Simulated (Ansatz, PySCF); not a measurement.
This PySCF input computes a PBE0/def2-TZVPD energy:

```python
from pyscf import gto, scf, dft

mol = gto.M(
    atom='''
    Sn    0.00378520   -0.00760864    0.66407584
    Cl    1.25285879    1.47717469   -0.96695857
    Cl   -1.26399173   -1.45479634   -0.98620567
    ''',
    basis='def2-tzvpd',
    ecp='def2-tzvp',
    charge=-1,
    spin=1,
    verbose=4,
)

mf = dft.UKS(mol, xc='pbe0').density_fit(auxbasis='def2-universal-jkfit')
mf.grids.level = 3
mf.conv_tol = 1e-9
mf.max_cycle = 100
mf.max_memory = 1500
mf.kernel()
if not mf.converged:
    mf = mf.newton()
    mf.kernel(mf.make_rdm1())
for _ in range(2):
    mo, _, stable, _ = mf.stability(return_status=True)
    if stable:
        break
    mf.kernel(mf.make_rdm1(mo, mf.mo_occ))
mf.analyze()
```

**Question.** Write an input for the same energy in Ansatz (a program for electronic structure) and say what it gives.

**Answer.** 
Ansatz 0.2 input:
```yaml
crystal:
  periodic: [false, false, false]
  atoms:
    - {symbol: Sn, position_ang: [0.00378520, -0.00760864, 0.66407584]}
    - {symbol: Cl, position_ang: [1.25285879, 1.47717469, -0.96695857]}
    - {symbol: Cl, position_ang: [-1.26399173, -1.45479634, -0.98620567]}
basis:
  gaussian:
    orbitals: def2-TZVPD
hamiltonian:
  xc: {name: PBE0}
total_charge: -1
magnetization: {spin_polarized: true, initial_magnetization: 1}
output: {forces: true}
```
It gives -1134.60847 Eh, and PySCF -1134.60849 Eh, a difference of 0.02 mEh, from the treatment of integrals and grids.
